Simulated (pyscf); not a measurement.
**[H₃C–In–OH]•, doublet**

Gas-phase minimum from PySCF at ωB97X-D3(BJ)/def2-SVP, one conformer. Other isomers of [H₃C–In–OH]• were not searched in full and may lie lower. 

```
In
O 1 2.0184
H 2 0.9643 1 115.60
C 1 2.1981 2 111.51 3 -179.82
H 4 1.0995 1 109.71 2 -121.15
H 4 1.0996 5 109.52 1 120.27
H 4 1.1002 5 110.48 6 121.85
```
Charge 0, spin multiplicity 2.

Properties at ωB97X-D3(BJ)/def2-SVP:

```
Item                                                                                                                                                                                                 Result
---------------------------------------------------------------------------------------------------------------------  ------------------------------------------------------------------------------------
Harmonic wavenumbers, unscaled                                                                                         35, 124, 306, 453, 582, 652, 660, 725, 1140, 1430, 1435, 3075, 3201, 3203, 3905 cm⁻¹
Zero-point energy                                                                                                                                                                             29.9 kcal/mol
Rotational symmetry number                                                                                                                                                                                1
Entropy of this conformer at 298 K and 1 atm, rigid rotor and harmonic oscillator, modes under 100 cm⁻¹ raised to 100                                                                       323.2 J/(mol K)
Dipole moment                                                                                                                                                                                        1.77 D
Spin expectation value S2                                                                                                                                                                             0.758
```

Single-point totals, which compare only within one level (frozen core for MP2 and CC):

```tsv
level	total energy (hartree)
ωB97X-D3(BJ)/def2-TZVP	-306.01246
PBE/def2-TZVP	-305.77853
r²SCAN/def2-TZVP	-305.92172
B3LYP-D3(BJ)/def2-TZVP	-305.99319
PBE0-D3(BJ)/def2-TZVP	-305.78228
M06-2X/def2-TZVP	-305.79040
ωB97M-D3(BJ)/def2-TZVP	-305.96262
UHF/def2-TZVPP	-304.31396
MP2/def2-TZVPP	-305.01170
CCSD/def2-TZVPP	-305.02199
CCSD(T)/def2-TZVPP	-305.04711
```

The lowest mode is so soft that the shape along it may change with the basis. Soft torsions are taken as harmonic, which can shift the entropy by several J/(mol K). The CCSD(T) − MP2 part came from Ansatz, without density fitting, on the same reference. The frozen core leaves the outer d or s,p core shells of the metals and heavy elements correlated in the MP2 and CC values, and def2-TZVPP describes them poorly, so these totals are far from the basis limit. Elements past Kr carry the def2 core potentials, without spin-orbit coupling.
